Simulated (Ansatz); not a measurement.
Reaction (ligand exchange at a Ge–F bond): `C[O][Ge][F]` + HCl → `C[O][Ge][Cl]` + H–F

Isolated molecules relaxed with PBE0-D4/def2-TZVP in Ansatz; ΔE leaves out vibrations. CCSD(T)/CBS is the MP2 limit (def2-TZVPP, def2-QZVPP) plus CCSD(T) − MP2 in def2-TZVPP, frozen cores. This one scheme is used for every species. DFT in def2-TZVPP. HSE06 is defined as in plane-wave codes. For Ge outer-core shells are correlated without core-valence functions, which leaves a few kJ/mol of doubt a bond. Scalar relativity is left out up to krypton. Each species was taken in one conformer, which may not be the lowest.

```tsv
level	ΔE (kJ/mol)	difference from CCSD(T)/CBS
LDA (SPW92)	-7.9	1.4
BLYP-D4	-4.2	5.1
HSE06-D4	-13.1	-3.8
BHLYP-D4	-6.9	2.4
CAM-B3LYP-D4	2.6	11.9
ωB97X-V	1.7	11.0
B2PLYP	-1.9	7.4
r2SCAN	-3.5	5.8
PBE0	-9.4	-0.1
HF/def2-SVP	1.1	10.4
CCSD/def2-SVP	8.1	17.4
CCSD(T)/def2-SVP	7.3	16.6
HF/def2-TZVPP	0.2	9.5
HF/def2-QZVPP	2.0	11.3
MP2/def2-QZVPP	-11.4	-2.1
HF/CBS(def2)	2.2	11.5
CCSD(T)/CBS	-9.3	0
```

What do rigid-rotor, harmonic-oscillator terms from PBE0-D4/def2-TZVP frequencies (298.15 K, 1 bar) make of the CCSD(T)/CBS value? (Best estimate.)

The calculation gave: ΔZPE = +4.8 kJ/mol, ΔH = -3.7 kJ/mol, ΔS = 1 J/(mol·K), ΔG = -4.0 kJ/mol.

Largest T1 diagnostic among the species: 0.015.

Leaving LDA and LC-ωPBE aside and taking each functional with its dispersion term where it has one, the values spread over 15.7 kJ/mol, from HSE06-D4 to CAM-B3LYP-D4. From BLYP to BHLYP (50 % exact exchange), in def2-TZVPP and without D4, ΔE moves by −3.9 kJ/mol. At CCSD(T), def2-SVP lies +16.6 kJ/mol from the extrapolated value and def2-TZVPP +4.9 kJ/mol.
